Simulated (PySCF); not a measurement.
**MI cations for M along group 14**

HF with double-zeta basis sets in PySCF, for the lowest determinant that a PBE0 search found; no spin–orbit coupling. De refers to high-spin ground-configuration atoms (the charge goes to the atom of lower measured ionisation energy or higher electron affinity, which is not always the lowest computed limit). A positive dipole points towards I; it is taken about the centre of mass and depends on that origin.

```
 M                       basis  reference  charged atom  state (unpaired electrons)  Re (Å)  ωe (cm⁻¹)  De (eV)  μ (D)
 C  aug-cc-pVDZ/aug-cc-pVDZ-PP        RHF            I+      singlet (closed shell)   1.906        872     1.73  -0.62
Si                  x2c-SVPall        RHF           Si+      singlet (closed shell)   2.321        468     2.56  -5.55
Ge                    def2-SVP        RHF           Ge+      singlet (closed shell)   2.408        311     2.23  -4.42
Sn                  x2c-SVPall        RHF           Sn+      singlet (closed shell)   2.614        247     2.08  -5.01
Pb                    def2-SVP        RHF           Pb+      singlet (closed shell)   2.711        204      n/a  -4.90
```

The shortest bond is that of CI⁺ (1.906 Å), the longest that of PbI⁺ (2.711 Å).

The rows differ in basis set, which adds steps of its own.

Relativity is treated differently too: C scalar-relativistic core potentials; Si spin-free X2C; Ge scalar-relativistic core potentials; Sn spin-free X2C; Pb scalar-relativistic core potentials.

De is n/a where a free atom or ion gave no sound limit at this level.

Down a group bonds as a rule get longer and wavenumbers fall, partly through the reduced mass; this series shows no clear exception.

These are scalar-relativistic numbers at best; spin–orbit coupling would shift them, the dissociation energy most. For an ion De counts to the pair picked by the measured ionisation energies or electron affinities, which need not be the lowest pair at this level. Where the molecule has an RHF reference, its open-shell atoms are computed with UHF. Hartree–Fock leaves out correlation, which carries a large part of most bond energies and some tenths to 1 eV of ionisation energies.
